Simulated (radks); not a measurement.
The dysprosium ion Dy11+, 55 electrons, occupied as [Kr] 4d10 4f7 5s2. All-electron calculation, Dirac Kohn-Sham, LB94 model potential, spin-unpolarised, spherical densities, finite nucleus; open shells fill j = l - 1/2 first; Fermi nuclear charge, rms radius 5.2218 fm. Program: a radial shooting solver on a logarithmic mesh with Libxc functionals.

Unscreened Slater integrals over Kohn-Sham orbitals (eV). Large and small components are both included.

integral          value
F0(4f7/2,4f7/2)  36.464
F2(4f7/2,4f7/2)  18.000
F4(4f7/2,4f7/2)  11.433
F6(4f7/2,4f7/2)  8.2657
F0(4f7/2,4f5/2)  36.609
F2(4f7/2,4f5/2)  18.063
F4(4f7/2,4f5/2)  11.472
G2(4f7/2,4f5/2)  18.013
G4(4f7/2,4f5/2)  11.441
G6(4f7/2,4f5/2)  8.2714
F0(4f7/2,5s1/2)  25.482
G3(4f7/2,5s1/2)  4.1820
F0(4f7/2,4d5/2)  38.299
F2(4f7/2,4d5/2)  18.872
F4(4f7/2,4d5/2)  12.165
G1(4f7/2,4d5/2)  22.057
G3(4f7/2,4d5/2)  14.061
G5(4f7/2,4d5/2)  9.9992
F0(4f5/2,4f5/2)  36.756
F2(4f5/2,4f5/2)  18.129
F4(4f5/2,4f5/2)  11.512
F0(4f5/2,5s1/2)  25.525
G3(4f5/2,5s1/2)  4.1264
F0(4f5/2,4d5/2)  38.462
F2(4f5/2,4d5/2)  18.940
F4(4f5/2,4d5/2)  12.205
G1(4f5/2,4d5/2)  22.078
G3(4f5/2,4d5/2)  14.079
G5(4f5/2,4d5/2)  10.013
F0(5s1/2,5s1/2)  21.720
F0(5s1/2,4d5/2)  26.141
G2(5s1/2,4d5/2)  3.1051
F0(4d5/2,4d5/2)  40.701
F2(4d5/2,4d5/2)  20.739
F4(4d5/2,4d5/2)  13.901
